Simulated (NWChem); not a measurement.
System: C2H7GeN; SMILES [GeH3]/[N]=C\C

All runs: NWChem. Coordinates come from a B3LYP/6-31G* (spherical d) optimisation.

Task: Estimate the computed values for PBE0/cc-pVTZ. Quantities: highest occupied level (eV); orbital gap (eV); dipole (D).

Result: The highest occupied level (eV) is -6.78. The orbital gap (eV) comes out as 6.48 and the dipole (D) comes out as 2.03.
